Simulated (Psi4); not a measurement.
C₂H₄Cl, doublet, at a GFN2-xTB geometry. Base run: Psi4 1.11 with HF/pcseg-1.

Psi4 was given this input:
```
memory 2 GB

molecule mol {
0 2
C     0.046773    0.704712   -0.204543
C     1.515152    0.668228   -0.062843
Cl   -0.860444   -0.685773    0.147169
H    -0.450456    1.441492   -0.808442
H     1.902369    1.683393    0.001158
H     1.804676    0.114343    0.829105
H     1.999405    0.181265   -0.919381
}

set {
  basis pcseg-1
  reference uhf
  stability_analysis check
  scf_type pk
}

energy('scf')
print_variables()
```

The bond that is stretched is that between atoms 7 and 2. A test that says stable can miss a lower solution.

Each row names what was changed in the base input (with any setting that the change needs).

```json
[
 {"change": "base", "ΔE vs base (mEh)": "0.000", "<S^2>": "0.764"},
 {"change": "stability_analysis = follow; reference = uhf", "ΔE vs base (mEh)": "0.000", "<S^2>": "0.764"},
 {"change": "bond × 1.25", "ΔE vs base (mEh)": "30.255", "<S^2>": "0.775"},
 {"change": "stability_analysis = follow; reference = uhf; bond × 1.25", "ΔE vs base (mEh)": "30.255", "<S^2>": "0.775"},
 {"change": "bond × 1.5", "ΔE vs base (mEh)": "72.264", "<S^2>": "0.926"},
 {"change": "stability_analysis = follow; reference = uhf; bond × 1.5", "ΔE vs base (mEh)": "72.264", "<S^2>": "0.926"},
 {"change": "bond × 1.8", "ΔE vs base (mEh)": "96.479", "<S^2>": "1.176"},
 {"change": "stability_analysis = follow; reference = uhf; bond × 1.8", "ΔE vs base (mEh)": "96.479", "<S^2>": "1.176"},
 {"change": "bond × 2.2", "ΔE vs base (mEh)": "104.9", "<S^2>": "1.286"},
 {"change": "stability_analysis = follow; reference = uhf; bond × 2.2", "ΔE vs base (mEh)": "104.9", "<S^2>": "1.286"},
 {"change": "bond × 3.0", "ΔE vs base (mEh)": "122.1", "<S^2>": "0.750"},
 {"change": "stability_analysis = follow; reference = uhf; bond × 3.0", "ΔE vs base (mEh)": "108.1", "<S^2>": "1.322"}
]
```

Psi4 reported an instability in these rows: bond × 3.0; stability_analysis = follow; reference = uhf; bond × 3.0 (restricted rows aren't judged here).

On stretching, the SCF can end on different states; <S^2> shows the spin contamination of each.
